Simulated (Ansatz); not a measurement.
Isolated molecules relaxed with PBE0-D4/def2-TZVP in Ansatz; ΔE leaves out vibrations. CBS: MP2 limit from def2 TZ/QZ plus the TZ coupled-cluster correction, frozen cores. This one scheme is used for every species. Functionals use def2-TZVPP. B3LYP here is the variant with VWN-RPA as its local correlation; programs differ in this. Each species was taken in one conformer, which may not be the lowest.

Consider the ligand exchange at the Si–C bond: `O=C[SiH](F)[SiH3]` + H₂S → `F[SiH]([SiH3])S` + `C=O`.

`O=C[SiH](F)[SiH3]`:

```xyz
10

O    -1.908   -1.298   -0.844
C    -1.680   -0.844    0.250
Si   -0.482    0.649    0.409
F    -0.333    1.022    1.965
Si    1.596    0.082   -0.515
H    -2.158   -1.296    1.152
H    -1.123    1.797   -0.283
H     1.405   -0.217   -1.957
H     2.543    1.218   -0.359
H     2.140   -1.113    0.180
```

H₂S:

```xyz
3

S    -0.576    0.150   -0.170
H     0.123    0.288    0.966
H     0.454   -0.438   -0.796
```

`F[SiH]([SiH3])S`:

```xyz
9

F    -1.310    1.374   -1.190
Si   -0.829   -0.068   -0.678
Si    1.363    0.120    0.112
S    -2.104   -0.821    0.846
H    -1.006   -1.018   -1.802
H     1.892   -1.242    0.384
H     2.241    0.806   -0.872
H     1.345    0.898    1.381
H    -1.591   -0.049    1.819
```

`C=O`:

```xyz
4

C     0.001   -0.003    0.004
O    -0.159    0.669   -0.971
H     0.239    0.441    0.992
H    -0.080   -1.108   -0.024
```

```
             level  ΔE (kJ/mol)
             B3LYP        -79.8
SCS-MP2/def2-TZVPP        -86.5
```

(1) What does CCSD(T)/CBS give? (Estimate.)

Largest T1 diagnostic among the species: 0.015.

Answers

(1) Computed: -85.6 kJ/mol. The listed levels differ from it by 5.8, -0.9 kJ/mol.

From PBE to PBE0 (25 % exact exchange), in def2-TZVPP and without D4, ΔE moves by −4.3 kJ/mol.
